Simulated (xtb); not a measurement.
HBFO (SMILES [OH+]=BF), charge +1, singlet, from a rough starting geometry; GFN2-xTB (xtb).

The xtb input:
```
$ xtb mol.xyz --gfn 2 --chrg 1 --opt vtight --json

# file mol.xyz
4

O     -0.64788682     0.01230007     0.22113383
B      0.45651091     0.01336112    -0.19317811
F      1.69474416     0.02601641    -0.66470836
H     -1.49466256    -0.02450091     0.68836610
```

Question: Write the output that xtb gives for this input, abridged.

Answer: 
```
   ID    Z sym.   atoms
    1    8 O      1
    2    5 B      2
    3    9 F      3
    4    1 H      4

           -------------------------------------------------
          |                Calculation Setup                |
           -------------------------------------------------

           -------------------------------------------------
          |                 G F N 2 - x T B                 |
           -------------------------------------------------

          ...................................................
          :                      SETUP                      :
          :.................................................:
          :  # basis functions                  13          :
          :  # atomic orbitals                  13          :
          :  # shells                            7          :
          :  # electrons                        16          :
          :  max. iterations                   250          :
          :  Hamiltonian                  GFN2-xTB          :
          :  restarted?                      false          :
          :  GBSA solvation                  false          :
          :  PC potential                    false          :
          :  electronic temp.          300.0000000     K    :
          :  accuracy                    1.0000000          :
          :  -> integral cutoff          0.2500000E+02      :
          :  -> integral neglect         0.1000000E-07      :
          :  -> SCF convergence          0.1000000E-05 Eh   :
          :  -> wf. convergence          0.1000000E-03 e    :
          :  Broyden damping             0.4000000          :
          :  net charge                          1          :
          :  unpaired electrons                  0          :
          ...................................................

 iter      E             dE          RMSdq      gap      omega  full diag
   1    -10.1629681 -0.101630E+02  0.115E+01    8.54       0.0  T
   2    -10.1863151 -0.233470E-01  0.662E+00    8.29       1.0  T
   3    -10.1849352  0.137996E-02  0.253E+00    8.01       1.0  T
   4    -10.1981358 -0.132006E-01  0.659E-01    8.56       1.0  T
   5    -10.1982183 -0.825310E-04  0.374E-01    8.50       1.0  T
   6    -10.1982343 -0.159810E-04  0.581E-02    8.49       1.0  T
   7    -10.1982404 -0.609710E-05  0.408E-02    8.46       1.2  T
   8    -10.1982473 -0.690014E-05  0.152E-02    8.48       3.3  T
   9    -10.1982484 -0.109732E-05  0.551E-03    8.48       9.1  T
  10    -10.1982485 -0.163048E-06  0.396E-04    8.47     126.3  T
  11    -10.1982485  0.122579E-09  0.312E-04    8.47     160.0  T

   *** convergence criteria satisfied after 11 iterations ***

         :::::::::::::::::::::::::::::::::::::::::::::::::::::
         ::                     SUMMARY                     ::
         :::::::::::::::::::::::::::::::::::::::::::::::::::::
         :: total energy             -10.108068430644 Eh    ::
         :: gradient norm              0.152673124950 Eh/a0 ::
         :: HOMO-LUMO gap              8.474081503367 eV    ::
         ::.................................................::
         :: SCC energy               -10.198248552340 Eh    ::
         :: -> isotropic ES            0.189866167592 Eh    ::
         :: -> anisotropic ES         -0.008383091098 Eh    ::
         :: -> anisotropic XC         -0.003044032845 Eh    ::
         :: -> dispersion             -0.000621739979 Eh    ::
         :: repulsion energy           0.090180121696 Eh    ::
         :: add. restraining           0.000000000000 Eh    ::
         :: total charge               1.000000000000 e     ::
         :::::::::::::::::::::::::::::::::::::::::::::::::::::

      -----------------------------------------------------------
     |                   =====================                   |
     |                        A N C O P T                        |
     |                   =====================                   |
[...]
 * total energy  :   -10.1161044 Eh     change        0.2861177E-03 Eh
 * total energy  :   -10.1167410 Eh     change       -0.6366679E-03 Eh
 * total energy  :   -10.1167671 Eh     change       -0.2604930E-04 Eh
 * total energy  :   -10.1168151 Eh     change       -0.4807503E-04 Eh
 * total energy  :   -10.1168773 Eh     change       -0.6219593E-04 Eh
 * total energy  :   -10.1169069 Eh     change       -0.2957913E-04 Eh
 * total energy  :   -10.1169173 Eh     change       -0.1038482E-04 Eh
 * total energy  :   -10.1169224 Eh     change       -0.5094128E-05 Eh
 * total energy  :   -10.1169260 Eh     change       -0.3639225E-05 Eh
 * total energy  :   -10.1169291 Eh     change       -0.3067616E-05 Eh
 * total energy  :   -10.1169299 Eh     change       -0.8077023E-06 Eh
 * total energy  :   -10.1169299 Eh     change       -0.2018975E-08 Eh
   *** GEOMETRY OPTIMIZATION CONVERGED AFTER 16 ITERATIONS ***
         :: total energy             -10.116929917500 Eh    ::
[...]
         :: -> isotropic ES            0.188216368633 Eh    ::
         :: -> anisotropic ES         -0.008666443684 Eh    ::
         :: -> anisotropic XC         -0.002685391089 Eh    ::
         :: -> dispersion             -0.000624309780 Eh    ::
         :: repulsion energy           0.095659866214 Eh    ::
         :: add. restraining           0.000000000000 Eh    ::
         :: total charge               1.000000000000 e     ::
         :::::::::::::::::::::::::::::::::::::::::::::::::::::

           -------------------------------------------------
          |                Property Printout                |
           -------------------------------------------------

    * Orbital Energies and Occupations

         #    Occupation            Energy/Eh            Energy/eV
      -------------------------------------------------------------
         1        2.0000           -1.1410374             -31.0492
         2        2.0000           -1.0448202             -28.4310
         3        2.0000           -0.9603720             -26.1331
         4        2.0000           -0.8860006             -24.1093
         5        2.0000           -0.8860004             -24.1093
         6        2.0000           -0.8558922             -23.2900
         7        2.0000           -0.8179441             -22.2574
         8        2.0000           -0.8179436             -22.2574 (HOMO)
         9                         -0.4777791             -13.0010 (LUMO)
        10                         -0.4777741             -13.0009
        11                         -0.3198454              -8.7034
        12                          0.0344864               0.9384
        13                          1.1637892              31.6683
      -------------------------------------------------------------
                  HL-Gap            0.3401646 Eh            9.2563 eV
             Fermi-level           -0.6478614 Eh          -17.6292 eV

     #   Z          covCN         q      C6AA      α(0)
     1   8 O        1.593    -0.127    16.267     5.443
     2   5 B        1.511     0.614    30.654    11.667
     3   9 F        0.722     0.022     9.186     3.579
     4   1 H        0.804     0.491     0.348     0.927

 Mol. C6AA /au·bohr⁶  :        166.496796
 Mol. C8AA /au·bohr⁸  :       4378.980328
 Mol. α(0) /au        :         21.615652

Wiberg/Mayer (AO) data.
largest (>0.10) Wiberg bond orders for each atom

 ---------------------------------------------------------------------------
     #   Z sym  total        # sym  WBO       # sym  WBO       # sym  WBO
 ---------------------------------------------------------------------------
     1   8 O    2.772 --     2 B    1.884     4 H    0.741     3 F    0.146
     2   5 B    3.333 --     1 O    1.884     3 F    1.438
     3   9 F    1.591 --     2 B    1.438     1 O    0.146
     4   1 H    0.759 --     1 O    0.741
 ---------------------------------------------------------------------------

Topologies differ in total number of bonds
Writing topology from bond orders to xtbtopo.mol

molecular dipole:
                 x           y           z       tot (Debye)
 q only:       -0.611       0.002       0.278
   full:       -0.737      -0.000       0.330       2.051
molecular quadrupole (traceless):
                xx          xy          yy          xz          yz          zz
 q only:        4.195       0.105      -2.695      -2.870      -0.043      -1.500
  q+dip:        4.542       0.118      -2.918      -3.110      -0.049      -1.623
   full:        3.180       0.087      -2.047      -2.186      -0.036      -1.133

optimized geometry written to: xtbopt.xyz

           -------------------------------------------------
          | TOTAL ENERGY              -10.116929917500 Eh   |
          | GRADIENT NORM               0.000213203423 Eh/α |
          | HOMO-LUMO GAP               9.256349707260 eV   |
           -------------------------------------------------

normal termination of xtb
```
